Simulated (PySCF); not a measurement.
Ligands exchanged one at a time, B CH3-OH. All species are isolated molecules in the gas phase. One relaxed conformer stands for each flexible species; it need not be the lowest. Strings in code marks are SMILES.

Quantity: redistribution energy (mixed species minus the weighted end members), in eV.

Case: 1 of 3 CH3 replaced by OH: `CB(O)C` (C–B–O–H torsion 178°). The other species in the difference include `CB(C)C` (neutral, multiplicity 1). Geometry of `CB(O)C` (neutral, multiplicity 1, Å):

```xyz
11

C      1.4788    -0.1804     0.1049
B      0.0244     0.3895    -0.0410
C     -1.2452    -0.5436    -0.0199
O     -0.0971     1.7395    -0.1914
H      1.6466    -0.4723     1.1489
H      2.2487     0.5450    -0.1636
H      1.6234    -1.0903    -0.4846
H     -1.3010    -1.0918    -0.9682
H     -2.1952    -0.0156     0.1069
H     -1.1719    -1.3069     0.7600
H     -1.0116     2.0269    -0.2518
```

Predict the redistribution energy (mixed species minus the weighted end members) from HF/STO-3G // PBE0-D3(BJ)/def2-TZVP (PySCF).

-0.269 eV.
